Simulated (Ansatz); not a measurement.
Geometry optimisation, RKS PBE-D4/cc-pVDZ in Ansatz.

Input file:

```yaml
crystal:
  periodic: [false, false, false]
  atoms:
    - { symbol: S, position_ang: [-1.51441, 1.61368, -0.22094] }
    - { symbol: Si, position_ang: [0.43223, 0.89637, 0.46316] }
    - { symbol: Al, position_ang: [0.50737, -1.40536, -0.30745] }
    - { symbol: Cl, position_ang: [-0.99555, -2.48498, -1.11634] }
    - { symbol: H, position_ang: [-2.0578, 0.4132, -0.40733] }
    - { symbol: H, position_ang: [1.32716, 1.90268, -0.13166] }
    - { symbol: H, position_ang: [0.43472, 1.21447, 1.90531] }
    - { symbol: H, position_ang: [1.86629, -2.15006, -0.18475] }
basis:
  gaussian: { orbitals: cc-pVDZ }
hamiltonian:
  xc: pbe
  dispersion: d4
relax:
  f_tol: 0.02
  max_steps: 50
```

Launched with:

```bash
$ ansatz run input.yaml --threads 2 --pin off --max-ram 3072MiB --backend cpu --events-out ev --progress --plain --runs-dir out
```

Question: Where does it end, and by what steps?

Answer: The run converged. The force dipped under the threshold on the way, but the program's further checks kept it going. After 36 steps the energy has fallen by 0.551 eV; H8 moved furthest, 1.45 Å. Joined: S1–Al3.

```
step  energy less start (eV)  largest force component (eV/Å)  accepted
   0                  0.0000                           1.867       yes
   2                 -0.4077                           0.127       yes
   4                 -0.4140                           0.066       yes
   6                 -0.4161                           0.034       yes
   8                 -0.4183                           0.033       yes
  10                 -0.4202                           0.065       yes
  12                 -0.4223                           0.113       yes
  14                 -0.4233                           0.097       yes
  16                 -0.4244                           0.039       yes
  18                 -0.4252                           0.053       yes
  20                 -0.4265                           0.060       yes
  22                 -0.4274                           0.064       yes
  24                 -0.4319                           0.134       yes
  26                 -0.4470                           0.290       yes
  28                 -0.5161                           0.456       yes
  30                 -0.5380                           0.338       yes
  32                 -0.5479                           0.141       yes
  34                 -0.5493                           0.053        no
  36                 -0.5507                           0.013       yes
```

```xyz
8
Properties=species:S:1:pos:R:3
S -0.752 0.921 -1.107
Si 0.560 0.831 0.838
Al 0.449 -1.215 -0.431
Cl -1.111 -2.573 0.198
H -1.872 0.443 -0.478
H 1.553 1.935 0.554
H -0.370 1.297 1.934
H 1.543 -1.638 -1.508
```

Whether the end is a true minimum wasn't checked by a vibrational analysis.

Time of the run: 39 s on 2 threads of Intel(R) Xeon(R) 6975P-C (Granite Rapids), on a shared host, peak memory 0.17 GiB.
